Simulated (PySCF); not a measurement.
**Where the electron goes**

Cyclo-(Cl2SiS)3.
Z-matrix (Å and degrees, PBE0-D3(BJ)/def2-SVP geometry), rows numbered from 1:
```
Si
Cl  1  2.0444
Cl  1  2.0383  2  109.12
S   1  2.1362  2  111.42  3   116.68
Si  4  2.1344  1  101.76  2    48.72
Cl  5  2.0422  4  112.21  1   -86.59
Cl  5  2.0420  4  104.76  1   155.97
S   5  2.1345  4  114.01  1    32.74
Si  8  2.1353  5  101.98  4    32.13
Cl  9  2.0384  8  105.67  5   168.18
Cl  9  2.0451  8  111.53  5    49.36
S   1  2.1342  2  110.92  3  -116.22
```

Method: TDDFT B3LYP/def2-SVPD, vertical, gas phase, core orbitals frozen in the response (PySCF).

Kohn–Sham orbitals with the atoms that hold most of them (Löwdin shares over 4%, at most four atoms; ? is withheld):

| orbital | ε (eV) | atoms |
| --- | --- | --- |
| HOMO-3 | -9.23 | S4 16%, S8 16%, Cl2 14%, Cl11 13% |
| HOMO-2 | -8.58 | S12 24%, S4 17%, S8 17%, Cl2 9% |
| HOMO-1 | -8.36 | ? |
| HOMO | -8.03 | ? |
| LUMO | -1.80 | Si5 14%, Cl6 12%, Cl7 12%, S8 12% |
| LUMO+1 | -1.70 | S12 23%, S8 13%, Si9 12%, S4 11% |
| LUMO+2 | -1.59 | S12 15%, S4 11%, Si1 10%, Cl2 10% |

Problem. Which atoms hold the HOMO-1, and with what shares?

Solution. S8 (bonded to 2 Si) 34%; S4 (bonded to 2 Si) 33%; S12 (bonded to 2 Si) 6%; Cl7 (bonded to Si) 5%. By element: sulfur 73%, chlorine 5% or more.

Problem. Which atoms hold the HOMO, and with what shares?

Solution. S12 (bonded to 2 Si) 44%; S4 (bonded to 2 Si) 19%; S8 (bonded to 2 Si) 18%; Cl2 (bonded to Si) 4%. By element: sulfur 80%, chlorine 4% or more.

Problem. How does S1 compare with the orbital gap of 6.23 eV?

Solution. S1 is at 5.28 eV (f = 0.0010), 0.95 eV below the gap, made of HOMO→LUMO+1 (94%). Its leading pair isn't HOMO and LUMO; the energies of that pair differ by 6.33 eV. 

Problem. Give energy, strength and leading configuration of S1, S2, S4, S5 and S7, and follow the Löwdin shares of the leading atoms from the occupied to the empty orbital.

Solution. 
- S1 (5.28 eV, f 0.0010), HOMO→LUMO+1 (94%): S12 44% → 23%, S4 19% → 11%, S8 18% → 13%
- S2 (5.30 eV, f 0.0026), HOMO→LUMO (91%): S12 44% → at most 12%, S4 19% → at most 12%, Si5 at most 5% → 14%, Cl6 at most 5% → 12%
- S4 (5.56 eV, f 0.0005), HOMO-1→LUMO (87%): S8 34% → 12%, S4 33% → at most 12%, Si5 at most 5% → 14%, Cl6 at most 5% → 12%
- S5 (5.75 eV, f 0.011), HOMO-1→LUMO+1 (84%): S8 34% → 13%, S4 33% → 11%, S12 6% → 23%
- S7 (5.87 eV, f 0.0024), HOMO-2→LUMO (87%): S12 24% → at most 12%, S4 17% → at most 12%, Si5 at most 9% → 14%, Cl6 at most 9% → 12%

Löwdin shares depend on the basis, the more so with diffuse functions.

One conformer stands for the species.
